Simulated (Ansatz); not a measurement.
`[SiH3]O[SiH2][SiH3]` + `BN[SiH2]Cl` → `BN([SiH3])[SiH2]Cl` + disiloxane  (cleavage of the Si–Si bond)

Isolated molecules relaxed with PBE0-D4/def2-TZVP in Ansatz; ΔE leaves out vibrations. CCSD(T)/CBS is the MP2 limit (def2-TZVPP, def2-QZVPP) plus CCSD(T) − MP2 in def2-TZVPP, frozen cores. DFT in def2-TZVPP. B3LYP here is the variant with VWN-RPA as its local correlation; programs differ in this. Each species was taken in one conformer, which may not be the lowest.

```
             level  ΔE (kJ/mol)  difference from CCSD(T)/CBS
         r2SCAN-D4        -35.9                         10.7
            B97M-V        -34.2                         12.4
        r2SCANh-D4        -37.3                          9.3
      CAM-B3LYP-D4        -44.8                          1.8
            B2PLYP        -45.0                          1.6
               PBE        -19.4                         27.2
            revPBE        -17.2                         29.4
            r2SCAN        -35.3                         11.3
             B3LYP        -36.4                         10.2
           LC-ωPBE        -34.4                         12.2
RPA@PBE/def2-TZVPP        -50.0                         -3.4
       HF/def2-SVP        -52.9                         -6.3
     CCSD/def2-SVP        -45.8                          0.8
    MP2/def2-TZVPP        -56.9                        -10.3
   CCSD/def2-TZVPP        -47.9                         -1.3
      HF/CBS(def2)        -58.3                        -11.7
       CCSD(T)/CBS        -46.6                            0
```

Problem. What do rigid-rotor, harmonic-oscillator terms from PBE0-D4/def2-TZVP frequencies (298.15 K, 1 bar) make of the CCSD(T)/CBS value? (Estimate.)

Solution. Computed: ΔZPE = -5.1 kJ/mol, ΔH = -52.1 kJ/mol, ΔS = -8 J/(mol·K), ΔG = -49.6 kJ/mol. Modes under 50 cm⁻¹ make the entropy rough.

Largest T1 diagnostic among the species: 0.012.

From BLYP to BHLYP (50 % exact exchange), in def2-TZVPP and without D4, ΔE moves by −15.5 kJ/mol. Leaving LDA and LC-ωPBE aside and taking each functional with its dispersion term where it has one, the values, not all of them listed here, spread over 27.4 kJ/mol, from BHLYP-D4 to PBE-D4. LDA lies −4.3 kJ/mol from PBE without D4. The D4 term adds −4.8 kJ/mol with B3LYP and −2.4 kJ/mol with PBE0; it sums over pairs of atoms, weighted by their polarisabilities, and B3LYP, whose exchange is more repulsive, gets the larger term.
